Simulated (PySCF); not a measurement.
## Splitting trees

Numbering as in the mapped SMILES `[O:1]=[C:2]([F:3])[c:4]1[cH:5][cH:6][c:7]([OH:8])[cH:9][cH:10]1`. Hydrogens are named by the atom that carries them.

- coordinates at the PBE0-D3(BJ)/def2-SVP level
- spin–spin couplings from B3LYP/pcJ-1 (spin–dipole term only in couplings to heteroatoms)
- NMR shieldings at PBE0/pcSseg-1/GIAO
- program: PySCF 2.14.0 with density-fitted response routines
- isolated molecule, non-relativistic, averaged over atoms made equivalent by symmetry, fast rotation or ring inversion, a single conformation

Scale: 13C against TMS; 19F vs CFCl3 (reference shieldings calculated alike).

Spectrometer: 500 MHz for 1H. First-order analysis; couplings under 1 Hz (under 4 Hz in carbon signals) are ignored, and nearly equal couplings are merged; the smaller ones broaden or split the lines further.

Q: What pattern does C7 show in the proton-coupled 13C spectrum?

A: A triplet at δ 167.1: 10.1 Hz to H(C5)/H(C10) (2 × 1H, 3 bonds away). Lines in Hz from the centre (relative intensity): +10.1 (1), +0.0 (2), -10.1 (1). The outer lines are 20.2 Hz apart, the sum of the couplings kept, or 0.161 ppm at this field.

Q: What pattern does C4 show in the proton-coupled 13C spectrum?

A: A doublet of triplets at δ 121.2: 64.8 Hz to F3 (1 × 19F, 2 bonds away), 7.8 Hz to H(C6)/H(C9) (2 × 1H, 3 bonds away). Lines in Hz from the centre (relative intensity): +40.2 (1), +32.4 (2), +24.6 (1), -24.6 (1), -32.4 (2), -40.2 (1). The outer lines are 80.4 Hz apart, the sum of the couplings kept, or 0.639 ppm at this field.

Q: What pattern does F3 show (19F)?

A: A triplet at δ 10.7: 1.1 Hz to H(C6)/H(C9) (2 × 1H, 5 bonds away). Lines in Hz from the centre (relative intensity): +1.1 (1), +0.0 (2), -1.1 (1). The outer lines are 2.2 Hz apart, the sum of the couplings kept, or 0.005 ppm at this field.

OH and NH positions are those of a molecule without intermolecular hydrogen bonds; in solution they move with solvent, concentration and temperature, and exchange usually removes their couplings. Unscaled 3J(H,H) at this level run about 10 % above measured values.
